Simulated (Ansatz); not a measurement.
Ansatz (a quantum-chemistry and plane-wave program) input (CCSD(T)/def2-TZVPPD):
A basis named .json is the Basis Set Exchange file of that set.

Ansatz 0.2 input:
```yaml
crystal:
  periodic: [false, false, false]
  atoms:
    - {symbol: Bi, position_ang: [-0.00000000, -0.00000000, -0.66894047]}
    - {symbol: B, position_ang: [0.00000000, 0.00000000, 1.37460998]}
    - {symbol: B, position_ang: [0.00000000, 0.00000000, 2.98974736]}
    - {symbol: O, position_ang: [0.00000000, 0.00000000, 4.21253402]}
basis:
  gaussian:
    orbitals: def2-TZVPPD.json
total_charge: -1
magnetization: {spin_polarized: false}
correlation: {method: ccsd_t, electrons: outside_noble_gas}
```

End of the output:

```
integrals: 0.50 GiB planned
1235 factors; integrals over basis functions are off by at most 1.3e-3 eV
mean field: 0.64 GiB planned
mean field evaluation 1: about -9192.2050 eV, gradient 2.5e1 eV
mean field evaluation 2: about -9192.2579 eV, gradient 2.5e1 eV
mean field evaluation 4: about -9194.5134 eV, gradient 4.5e0 eV
mean field evaluation 8: about -9194.6001 eV, gradient 5.4e-1 eV
mean field evaluation 16: about -9194.6016 eV, gradient 1.6e-6 eV
mean field -9194.60158623 eV, -337.8953759693 hartree, gradient 1.6e-6 eV, S^2 0.000000; 0 other end points of the search recorded, 0 dependent functions left out; unrestricted orbitals would lower it
12 core orbitals not correlated, not the lowest: weight in the atoms' cores, before any rotation towards them, 0.996 or more for the frozen orbitals, at most 0.002 for the correlated occupied ones
reference -9194.60158623 eV, -337.8953759693 hartree; 9, 9 occupied and 149, 149 virtual orbitals, 1235 factors
second order -14.71653387 eV of doubles, -0.00000000 eV of singles
coupled cluster: 0.86 GiB planned
cycle   1  -14.01215833 eV  change    7.0e-1 eV  update   1.8e-1
cycle   2  -14.59742595 eV  change   -5.9e-1 eV  update   7.5e-2
cycle   3  -14.76349055 eV  change   -1.7e-1 eV  update   3.2e-2
cycle   4  -14.75117047 eV  change    1.2e-2 eV  update   1.0e-2
cycle   5  -14.74964214 eV  change    1.5e-3 eV  update   4.0e-3
cycle   6  -14.75167777 eV  change   -2.0e-3 eV  update   1.4e-3
cycle   7  -14.75173137 eV  change   -5.4e-5 eV  update   6.4e-4
cycle   8  -14.75150230 eV  change    2.3e-4 eV  update   1.6e-4
cycle   9  -14.75157763 eV  change   -7.5e-5 eV  update   7.6e-5
cycle  10  -14.75161777 eV  change   -4.0e-5 eV  update   2.4e-5
cycle  11  -14.75158578 eV  change    3.2e-5 eV  update   1.1e-5
cycle  12  -14.75158997 eV  change   -4.2e-6 eV  update   4.5e-6
coupled cluster: 0.86 GiB planned
perturbative correction -0.94218816 eV, -0.0346247762 hartree
Total energy: -9210.29536436 eV, -338.4721116779 hartree
```

It need not be the lowest isomer of its formula.
